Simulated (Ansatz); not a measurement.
Steps of a relaxation of F4Ga2H2O2 (`[F][Ga-]1([F])[OH+][Ga-]([F])([F])[OH+]1`) with RKS PBE0-D4/def2-TZVP.

```sh
$ ansatz run in.yaml --threads 2 --pin off --events-out ev --progress --plain --max-ram 22528MiB --backend cuda --devices 0, --max-vram 18GiB
```

```yaml
crystal:
  periodic: [false, false, false]
  atoms:
    - {symbol: F, position_ang: [0.246350, -2.688920, 0.251600]}
    - {symbol: Ga, position_ang: [0.653820, -1.062310, 0.633340]}
    - {symbol: F, position_ang: [1.875220, -0.766130, 1.808310]}
    - {symbol: O, position_ang: [-0.877020, 0.006910, 0.916130]}
    - {symbol: Ga, position_ang: [-0.655510, 1.059560, -0.635850]}
    - {symbol: F, position_ang: [-0.256420, 2.690450, -0.258220]}
    - {symbol: F, position_ang: [-1.875230, 0.753350, -1.808490]}
    - {symbol: O, position_ang: [0.876720, -0.007600, -0.917090]}
    - {symbol: H, position_ang: [-1.532750, 0.024910, 1.620370]}
    - {symbol: H, position_ang: [1.544820, -0.010230, -1.610100]}
basis:
  gaussian: {orbitals: def2-TZVP}
hamiltonian: {xc: pbe0, dispersion: d4}
relax: {f_tol: 0.005, max_steps: 150}
```

Positions (Å) and forces (eV/Å) along the path, 14 of 18 steps:

```xyz
10
step=1 energy=-119736.8192 eV
F     0.246   -2.689    0.252   -0.148   -0.586   -0.139
Ga    0.654   -1.062    0.633    0.211   -0.323    0.212
F     1.875   -0.766    1.808    0.427    0.110    0.406
O    -0.877    0.007    0.916    0.045   -0.004   -0.059
Ga   -0.656    1.060   -0.636   -0.190    0.361   -0.181
F    -0.256    2.690   -0.258    0.142    0.555    0.130
F    -1.875    0.753   -1.808   -0.447   -0.114   -0.427
O     0.877   -0.008   -0.917   -0.034    0.005    0.051
H    -1.533    0.025    1.620    0.258   -0.004   -0.267
H     1.545   -0.010   -1.610   -0.265    0.001    0.273
10
step=2 energy=-119736.9361 eV
F     0.269   -2.745    0.273   -0.040   -0.245   -0.037
Ga    0.683   -1.111    0.662   -0.035    0.067   -0.031
F     1.911   -0.802    1.842    0.174    0.018    0.166
O    -0.836    0.006    0.872   -0.153   -0.003    0.149
Ga   -0.685    1.108   -0.665    0.048   -0.048    0.045
F    -0.276    2.745   -0.278    0.038    0.230    0.034
F    -1.912    0.792   -1.844   -0.185   -0.018   -0.176
O     0.835   -0.007   -0.873    0.154    0.002   -0.153
H    -1.488    0.024    1.573    0.025    0.000   -0.022
H     1.499   -0.010   -1.562   -0.026   -0.001    0.024
10
step=4 energy=-119736.9428 eV
F     0.280   -2.762    0.283    0.007    0.001    0.007
Ga    0.686   -1.115    0.665   -0.009    0.013   -0.007
F     1.920   -0.808    1.851   -0.001   -0.009   -0.001
O    -0.842    0.003    0.873    0.002   -0.006   -0.013
Ga   -0.688    1.113   -0.667    0.009   -0.013    0.008
F    -0.279    2.758   -0.282   -0.006    0.000   -0.006
F    -1.922    0.810   -1.854    0.001    0.010    0.001
O     0.837   -0.009   -0.877   -0.006    0.002    0.010
H    -1.491    0.023    1.575    0.001    0.003    0.005
H     1.500   -0.012   -1.567    0.001   -0.001   -0.004
10
step=5 energy=-119736.9429 eV
F     0.283   -2.764    0.286    0.005    0.007    0.004
Ga    0.686   -1.116    0.665   -0.002    0.004   -0.002
F     1.920   -0.809    1.852   -0.005   -0.004   -0.004
O    -0.843    0.001    0.871    0.000   -0.006   -0.012
Ga   -0.688    1.113   -0.668    0.003   -0.004    0.002
F    -0.280    2.758   -0.282   -0.004   -0.006   -0.004
F    -1.923    0.814   -1.855    0.006    0.005    0.006
O     0.837   -0.009   -0.878   -0.005    0.002    0.008
H    -1.490    0.024    1.575    0.003    0.003    0.004
H     1.499   -0.013   -1.567   -0.001   -0.001   -0.002
10
step=6 energy=-119736.9430 eV
F     0.289   -2.766    0.289    0.000    0.007   -0.001
Ga    0.685   -1.116    0.665    0.004   -0.005    0.004
F     1.918   -0.808    1.853   -0.004    0.002   -0.003
O    -0.845   -0.002    0.869   -0.007   -0.008   -0.005
Ga   -0.688    1.112   -0.668   -0.003    0.006   -0.003
F    -0.281    2.758   -0.280    0.000   -0.005    0.002
F    -1.923    0.821   -1.857    0.005   -0.002    0.004
O     0.836   -0.010   -0.878    0.001    0.002    0.002
H    -1.488    0.026    1.577    0.007    0.005    0.002
H     1.497   -0.015   -1.569   -0.002   -0.002    0.000
10
step=7 energy=-119736.9432 eV
F     0.300   -2.770    0.292   -0.006    0.007   -0.008
Ga    0.685   -1.116    0.664    0.012   -0.018    0.011
F     1.913   -0.805    1.855   -0.003    0.010    0.000
O    -0.851   -0.008    0.863   -0.029   -0.012    0.012
Ga   -0.689    1.112   -0.668   -0.012    0.018   -0.011
F    -0.283    2.756   -0.275    0.005   -0.003    0.009
F    -1.921    0.831   -1.862    0.005   -0.011    0.002
O     0.834   -0.012   -0.879    0.011    0.003   -0.006
H    -1.481    0.033    1.582    0.022    0.009   -0.009
H     1.493   -0.020   -1.572   -0.006   -0.003    0.001
10
step=9 energy=-119736.9441 eV
F     0.316   -2.776    0.291   -0.008    0.015   -0.013
Ga    0.683   -1.118    0.663    0.019   -0.032    0.016
F     1.902   -0.799    1.862   -0.006    0.015    0.000
O    -0.860   -0.019    0.855   -0.070   -0.017    0.046
Ga   -0.690    1.110   -0.669   -0.021    0.029   -0.020
F    -0.287    2.752   -0.263    0.008   -0.006    0.014
F    -1.916    0.843   -1.873    0.012   -0.017    0.006
O     0.832   -0.014   -0.881    0.021    0.007   -0.010
H    -1.465    0.050    1.594    0.057    0.013   -0.041
H     1.485   -0.029   -1.579   -0.011   -0.007    0.002
10
step=10 energy=-119736.9487 eV
F     0.329   -2.772    0.265   -0.001    0.002   -0.017
Ga    0.682   -1.117    0.662    0.007   -0.019    0.005
F     1.876   -0.796    1.884    0.006    0.012    0.016
O    -0.871   -0.030    0.848    0.129   -0.073   -0.253
Ga   -0.689    1.108   -0.669   -0.013    0.010   -0.012
F    -0.309    2.748   -0.237    0.005    0.013    0.015
F    -1.894    0.834   -1.891    0.008   -0.012   -0.009
O     0.846    0.000   -0.872   -0.079    0.033    0.136
H    -1.425    0.086    1.614   -0.139    0.065    0.250
H     1.455   -0.061   -1.603    0.077   -0.031   -0.131
10
step=11 energy=-119736.9568 eV
F     0.349   -2.764    0.233    0.004   -0.003   -0.026
Ga    0.682   -1.113    0.662    0.000   -0.002   -0.004
F     1.853   -0.798    1.908   -0.007    0.014    0.022
O    -0.887   -0.044    0.841    0.191   -0.104   -0.370
Ga   -0.687    1.108   -0.666   -0.001   -0.003   -0.004
F    -0.334    2.748   -0.214   -0.003    0.008    0.026
F    -1.864    0.825   -1.913    0.011   -0.015   -0.019
O     0.871    0.024   -0.857   -0.328    0.115    0.531
H    -1.385    0.123    1.633   -0.166    0.108    0.350
H     1.403   -0.109   -1.628    0.298   -0.119   -0.506
10
step=13 energy=-119736.9826 eV
F     0.396   -2.754    0.179   -0.003   -0.016   -0.023
Ga    0.679   -1.109    0.660    0.005   -0.010   -0.001
F     1.797   -0.789    1.952    0.001    0.015    0.025
O    -0.905   -0.057    0.837   -0.025   -0.074   -0.096
Ga   -0.684    1.103   -0.663   -0.006    0.004   -0.009
F    -0.377    2.738   -0.158    0.001    0.017    0.025
F    -1.808    0.819   -1.958   -0.004   -0.016   -0.024
O     0.885    0.036   -0.852   -0.120    0.150    0.373
H    -1.308    0.191    1.668    0.011    0.065    0.096
H     1.326   -0.179   -1.666    0.139   -0.134   -0.366
10
step=14 energy=-119737.0077 eV
F     0.426   -2.731    0.113    0.008    0.006   -0.016
Ga    0.677   -1.099    0.657    0.006   -0.008    0.004
F     1.743   -0.782    1.993   -0.016    0.004    0.009
O    -0.929   -0.073    0.836   -0.032    0.006    0.042
Ga   -0.678    1.098   -0.657   -0.004    0.007   -0.006
F    -0.420    2.727   -0.106   -0.010   -0.006    0.015
F    -1.746    0.792   -1.994    0.016   -0.006   -0.009
O     0.925    0.069   -0.839    0.034   -0.003   -0.040
H    -1.225    0.256    1.690    0.045    0.004   -0.040
H     1.226   -0.256   -1.692   -0.047   -0.005    0.040
10
step=15 energy=-119736.9937 eV rejected
F     0.468   -2.709    0.052    0.009    0.062    0.017
Ga    0.677   -1.089    0.655    0.031   -0.044    0.038
F     1.689   -0.774    2.036   -0.038   -0.012   -0.049
O    -0.941   -0.079    0.839   -0.153    0.267    0.604
Ga   -0.670    1.096   -0.652   -0.029    0.055   -0.022
F    -0.463    2.716   -0.051   -0.009   -0.060   -0.021
F    -1.681    0.776   -2.033    0.042    0.009    0.049
O     0.949    0.084   -0.838    0.198   -0.521   -1.075
H    -1.149    0.313    1.707    0.134   -0.263   -0.576
H     1.120   -0.335   -1.714   -0.184    0.507    1.036
10
step=17 energy=-119737.0140 eV
F     0.455   -2.715    0.065    0.001    0.002   -0.002
Ga    0.674   -1.094    0.654    0.001   -0.002    0.002
F     1.697   -0.777    2.024   -0.002    0.001    0.000
O    -0.938   -0.074    0.842    0.000    0.001    0.001
Ga   -0.675    1.094   -0.654   -0.002    0.003   -0.001
F    -0.455    2.714   -0.065   -0.001   -0.002    0.001
F    -1.698    0.777   -2.024    0.002   -0.001    0.000
O     0.938    0.074   -0.842    0.001   -0.001   -0.002
H    -1.154    0.305    1.699    0.002    0.001   -0.001
H     1.155   -0.304   -1.699   -0.002   -0.001    0.000
10
step=18 energy=-119737.0140 eV
F     0.458   -2.713    0.061   -0.001   -0.001    0.002
Ga    0.674   -1.094    0.654    0.002    0.002   -0.004
F     1.694   -0.776    2.026   -0.001   -0.001    0.001
O    -0.939   -0.074    0.844   -0.001    0.001    0.002
Ga   -0.675    1.094   -0.654    0.004   -0.002   -0.002
F    -0.457    2.713   -0.062   -0.001    0.000    0.000
F    -1.693    0.776   -2.026   -0.002    0.001    0.001
O     0.938    0.074   -0.843    0.000    0.000   -0.001
H    -1.150    0.308    1.700    0.001   -0.001   -0.003
H     1.150   -0.308   -1.700   -0.002    0.002    0.005
```

Hardware: 2 threads of an AMD EPYC 7R13 on a shared host and a share of an NVIDIA H100 80 GB. Wall time 57 s, peak host memory 1.1 GiB.
